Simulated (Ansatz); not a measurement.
Start from `S[CH2][Al]1[CH]=[CH]1` and change one atom or group to get `[CH3][Al]1[CH]=[CH]1`.

Ansatz, PBE0-D4/def2-TZVP geometries, multiplicity 1. Each molecule was computed in one conformer, which needn't be the lowest. `S[CH2][Al]1[CH]=[CH]1` holds a close contact that its SMILES doesn't draw: Al···S 2.69 Å.

```tsv
property	`S[CH2][Al]1[CH]=[CH]1`
LUMO energy (ωB97M-V/def2-TZVPP) / eV	0.97
HOMO energy (B3LYP/def2-TZVPP) / eV	-6.04
HOMO energy (PBE/def2-TZVPP) / eV	-5.07
HOMO energy (ωB97M-V/def2-TZVPP) / eV	-8.40
size of the dipole moment (PBE/def2-TZVPP) / D	1.94
HOMO–LUMO gap (ωB97M-V/def2-TZVPP) / eV	9.37
```

Task: Give the same properties after the change, and the shifts. (Best estimate.)

Result: The calculation gave: 
```json
{"property": "LUMO energy (ωB97M-V/def2-TZVPP) / eV", "`[CH3][Al]1[CH]=[CH]1`": "1.16", "shift": "0.19"}
{"property": "HOMO energy (B3LYP/def2-TZVPP) / eV", "`[CH3][Al]1[CH]=[CH]1`": "-6.06", "shift": "-0.02"}
{"property": "HOMO energy (PBE/def2-TZVPP) / eV", "`[CH3][Al]1[CH]=[CH]1`": "-5.07", "shift": "0.00"}
{"property": "HOMO energy (ωB97M-V/def2-TZVPP) / eV", "`[CH3][Al]1[CH]=[CH]1`": "-8.42", "shift": "-0.02"}
{"property": "size of the dipole moment (PBE/def2-TZVPP) / D", "`[CH3][Al]1[CH]=[CH]1`": "1.64", "shift": "-0.30"}
{"property": "HOMO–LUMO gap (ωB97M-V/def2-TZVPP) / eV", "`[CH3][Al]1[CH]=[CH]1`": "9.57", "shift": "0.20"}
```

Dipoles are sizes alone; their direction can turn.

Positive LUMOs are unbound, so they and the gaps depend on the basis.

B3LYP here is the variant with VWN-RPA as its local correlation; programs differ in this.
